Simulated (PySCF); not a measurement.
Cs: electron affinity

Cs⁻ [Xe] 6s2 (1S) → Cs [Xe] 6s1 (2S), as a difference of total energies. Calculation: PySCF 2.14, in aug-cc-pVQZ-X2C (10s9p7d4f2g, 118 functions); scalar relativity by spin-free X2C-1e. Correlated levels: valence: [Xe] frozen. The calculations carry no spin-orbit coupling.

```json
{"method": "UHF", "electron affinity (eV)": "-0.065", "error (eV)": "-0.537"}
{"method": "LDA", "electron affinity (eV)": "0.568", "error (eV)": "+0.096"}
{"method": "PBE", "electron affinity (eV)": "0.497", "error (eV)": "+0.025"}
{"method": "PBE0", "electron affinity (eV)": "0.459", "error (eV)": "-0.013"}
{"method": "r2SCAN", "electron affinity (eV)": "0.374", "error (eV)": "-0.098"}
{"method": "TPSSh", "electron affinity (eV)": "0.488", "error (eV)": "+0.016"}
{"method": "B3LYP", "electron affinity (eV)": "0.494", "error (eV)": "+0.022"}
{"method": "MP2 (valence)", "electron affinity (eV)": "0.284", "error (eV)": "-0.188"}
{"method": "SCS-MP2 (valence)", "electron affinity (eV)": "0.354", "error (eV)": "-0.118"}
```

Reference: 0.472 eV (measured; photodetachment measurements, as compiled on the Wikipedia data page of electron affinities).

Errors of the correlated levels include the incompleteness of this basis and the frozen core.

A negative affinity means that the anion lies above the atom at that level of theory.

In the anion the highest occupied orbital energy is positive at LDA, PBE, PBE0, r2SCAN, TPSSh, B3LYP, a self-interaction effect; the basis confines that electron, and the energy difference can still be sensible.
